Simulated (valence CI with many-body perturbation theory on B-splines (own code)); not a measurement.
Hg⁷⁴⁺: calculated level list

Calculated by valence CI with perturbative core correlation (CI+MBPT): four valence electrons over a frozen Dirac-Fock core [He], a basis of 11 s, 11 p, 10 d, 8 f, 5 g, 2 h functions for each j, with the one-electron correlation potential Σ1, the two-electron term Σ2, the three-electron term Σ3, Breit, model QED; selected CI, second order for the rest, scaled by the run's own slope (own B-spline code, finite nucleus).

The last digits are not significant, and no measured levels were compared; by estimate large intervals hold to a few tenths of a per cent, small ones and those within an open d or f shell to about a per cent. Among the levels kept, up to 1400 cm⁻¹ of a level comes from second order outside the variational space, and about a tenth of that is noise between levels of different J, which matters for small intervals.

Levels 1 to 45 of 200, with energies above the lowest level, (2s^2 2p1/2^2) J=0. "Leading %" is the weight of the configuration and term that name the level; weights of strongly mixed levels are sums over their largest components and can fall short, so below about 35 % the name and the second component can differ from the true leading terms, or belong to a minority configuration. In the jj column 3d3/2^4 stands for four electrons in 3d with j = 3/2. Lifetimes count E1, E2, E3, M1 and M2 decay at the calculated energies, and are blank where another channel may lead or the interval is too uncertain; long ones can be off by a factor of two.

| No. | Configuration | Term | J | E (Ry) | Leading % | g | Second component | Lifetime | Leading jj |
| --- | --- | --- | --- | --- | --- | --- | --- | --- | --- |
| 1 | 2s2 2p2 | 3P | 0 | 0.0 | 68 |  | 32 % 2s2 2p2 1S |  | 2s^2 2p1/2^2 (100 %) |
| 2 | 2s2 2p2 | 3P | 1 | 149.4 | 100 | 1.463 |  | 19.8 ps | 2s^2 2p1/2 2p3/2 (100 %) |
| 3 | 2s2 2p2 | 1D | 2 | 150.8 | 66 | 1.125 | 34 % 2s2 2p2 3P | 2.66 ns | 2s^2 2p1/2 2p3/2 (100 %) |
| 4 | 2s 2p3 | 3P° | 2 | 174.8 | 49 | 1.477 | 25 % 2s 2p3 5S° | 24.3 ps | 2s 2p1/2^2 2p3/2 (100 %) |
| 5 | 2s 2p3 | 1P° | 1 | 182.0 | 31 | 1.111 | 30 % 2s 2p3 3D° | 36.6 fs | 2s 2p1/2^2 2p3/2 (100 %) |
| 6 | 2s2 2p2 | 3P | 2 | 302.4 | 65 | 1.286 | 34 % 2s2 2p2 1D | 4.93 ps | 2s^2 2p3/2^2 (99 %) |
| 7 | 2s2 2p2 | 1S | 0 | 307.6 | 67 |  | 32 % 2s2 2p2 3P | 4.53 ps | 2s^2 2p3/2^2 (99 %) |
| 8 | 2s 2p3 | 5S° | 2 | 321.9 | 51 | 1.541 | 46 % 2s 2p3 3D° | 154 fs | 2s 2p1/2 2p3/2^2 (100 %) |
| 9 | 2s 2p3 | 3D° | 3 | 325.3 | 100 | 1.286 |  | 163 fs | 2s 2p1/2 2p3/2^2 (100 %) |
| 10 | 2s 2p3 | 3P° | 0 | 330.7 | 100 |  |  | 47.0 fs | 2s 2p1/2 2p3/2^2 (100 %) |
| 11 | 2s 2p3 | 3S° | 1 | 332.5 | 54 | 1.295 | 44 % 2s 2p3 3D° | 23.8 fs | 2s 2p1/2 2p3/2^2 (100 %) |
| 12 | 2s 2p3 | 1D° | 2 | 333.1 | 74 | 1.037 | 21 % 2s 2p3 3D° | 24.3 fs | 2s 2p1/2 2p3/2^2 (100 %) |
| 13 | 2s 2p3 | 3P° | 1 | 333.5 | 64 | 1.280 | 33 % 2s 2p3 1P° | 42.9 fs | 2s 2p1/2 2p3/2^2 (100 %) |
| 14 | 2p4 | 3P | 2 | 359.9 | 67 | 1.296 | 32 % 2p4 1D | 25.2 fs | 2p1/2^2 2p3/2^2 (99 %) |
| 15 | 2p4 | 1S | 0 | 365.3 | 65 |  | 34 % 2p4 3P | 23.2 fs | 2p1/2^2 2p3/2^2 (99 %) |
| 16 | 2s 2p3 | 3P° | 2 | 479.8 | 51 | 1.433 | 20 % 2s 2p3 5S° | 49.1 fs | 2s 2p3/2^3 (100 %) |
| 17 | 2s 2p3 | 1P° | 1 | 486.9 | 35 | 1.143 | 26 % 2s 2p3 3D° | 19.8 fs | 2s 2p3/2^3 (100 %) |
| 18 | 2p4 | 3P | 1 | 510.8 | 100 | 1.463 |  | 16.2 fs | 2p1/2 2p3/2^3 (100 %) |
| 19 | 2p4 | 1D | 2 | 512.1 | 68 | 1.115 | 32 % 2p4 3P | 16.6 fs | 2p1/2 2p3/2^3 (100 %) |
| 20 | 2p4 | 3P | 0 | 666.1 | 65 |  | 35 % 2p4 1S | 12.2 fs | 2p3/2^4 (100 %) |
| 21 | 2s2 2p 3s | 3P° | 0 | 921.2 | 100 |  |  | 2.90 fs | 2s^2 2p1/2 3s (100 %) |
| 22 | 2s2 2p 3s | 3P° | 1 | 921.5 | 67 | 1.293 | 33 % 2s2 2p 3s 1P° | 2.42 fs | 2s^2 2p1/2 3s (100 %) |
| 23 | 2s2 2p 3p | 3D | 1 | 928.6 | 74 | 0.625 | 22 % 2s2 2p 3p 1P | 182 fs | 2s^2 2p1/2 3p1/2 (100 %) |
| 24 | 2s2 2p 3p | 3P | 0 | 932.7 | 67 |  | 32 % 2s2 2p 3p 1S | 103 fs | 2s^2 2p1/2 3p1/2 (99 %) |
| 25 | 2s 2p2 3s | 5P | 1 | 944.6 | 40 | 1.987 | 32 % 2s 2p2 3s 3S | 2.91 fs | 2s 2p1/2^2 3s (99 %) |
| 26 | 2s 2p2 3s | 3P | 0 | 947.8 | 68 |  | 32 % 2s 2p2 3s 1S | 3.10 fs | 2s 2p1/2^2 3s (99 %) |
| 27 | 2s 2p2 3p | 3P° | 1 | 952.7 | 33 | 1.322 | 20 % 2s 2p2 3p 5D° | 1.33 fs | 2s 2p1/2^2 3p1/2 (100 %) |
| 28 | 2s 2p2 3p | 3P° | 0 | 952.7 | 53 |  | 40 % 2s 2p2 3p 5D° | 123 fs | 2s 2p1/2^2 3p1/2 (100 %) |
| 29 | 2s2 2p 3p | 3D | 2 | 974.6 | 51 | 1.139 | 32 % 2s2 2p 3p 1D | 110 fs | 2s^2 2p1/2 3p3/2 (100 %) |
| 30 | 2s2 2p 3p | 3P | 1 | 974.7 | 49 | 1.494 | 30 % 2s2 2p 3p 3S | 143 fs | 2s^2 2p1/2 3p3/2 (100 %) |
| 31 | 2s2 2p 3d | 3F° | 2 | 979.9 | 75 | 0.737 | 20 % 2s2 2p 3d 1D° | 2.71 fs | 2s^2 2p1/2 3d3/2 (100 %) |
| 32 | 2s2 2p 3d | 3D° | 1 | 981.9 | 50 | 0.825 | 33 % 2s2 2p 3d 1P° | 321 as | 2s^2 2p1/2 3d3/2 (100 %) |
| 33 | 2s2 2p 3d | 3P° | 2 | 992.3 | 46 | 1.283 | 34 % 2s2 2p 3d 3D° | 476 as | 2s^2 2p1/2 3d5/2 (97 %) |
| 34 | 2s2 2p 3d | 3F° | 3 | 992.7 | 45 | 1.088 | 32 % 2s2 2p 3d 1F° | 476 as | 2s^2 2p1/2 3d5/2 (100 %) |
| 35 | 2s 2p2 3p | 3P° | 2 | 998.2 | 36 | 1.482 | 18 % 2s 2p2 3p 5P° | 13.9 fs | 2s 2p1/2^2 3p3/2 (97 %) |
| 36 | 2s 2p2 3p | 3D° | 1 | 998.6 | 30 | 1.142 | 22 % 2s 2p2 3p 1P° | 1.42 fs | 2s 2p1/2^2 3p3/2 (100 %) |
| 37 | 2s 2p2 3d | 3D | 1 | 1003.4 | 48 | 0.474 | 34 % 2s 2p2 3d 5F | 2.96 fs | 2s 2p1/2^2 3d3/2 (100 %) |
| 38 | 2s 2p2 3d | 3D | 2 | 1003.8 | 30 | 1.096 | 15 % 2s 2p2 3d 5F | 2.52 fs | 2s 2p1/2^2 3d3/2 (99 %) |
| 39 | 2s 2p2 3d | 3D | 3 | 1015.5 | 39 | 1.320 | 16 % 2s 2p2 3d 5D | 476 as | 2s 2p1/2^2 3d5/2 (100 %) |
| 40 | 2s 2p2 3d | 3F | 2 | 1016.9 | 26 | 1.037 | 21 % 2s 2p2 3d 1D | 484 as | 2s 2p1/2^2 3d5/2 (99 %) |
| 41 | 2s2 2p 3s | 3P° | 2 | 1074.9 | 99 | 1.462 |  | 3.78 fs | 2s^2 2p3/2 3s (99 %) |
| 42 | 2s2 2p 3s | 1P° | 1 | 1075.6 | 66 | 1.118 | 33 % 2s2 2p 3s 3P° | 1.98 fs | 2s^2 2p3/2 3s (99 %) |
| 43 | 2s2 2p 3p | 3P | 1 | 1083.8 | 50 | 1.446 | 28 % 2s2 2p 3p 3S | 84.3 fs | 2s^2 2p3/2 3p1/2 (97 %) |
| 44 | 2s2 2p 3p | 3D | 2 | 1083.9 | 48 | 1.136 | 33 % 2s2 2p 3p 1D | 96.0 fs | 2s^2 2p3/2 3p1/2 (98 %) |
| 45 | 2s 2p2 3s | 5P | 2 | 1091.5 | 83 | 1.712 | 9 % 2s 2p2 3s 3P | 4.49 fs | 2s 2p1/2 2p3/2 3s (99 %) |

The ionisation energy to 2s2 2p 2P°_1/2 of the next ion comes out as 22124 eV (NIST: 22120 ± 90 eV (theoretical)). All 200 levels together are meant to be complete up to 1315.5 Ry.
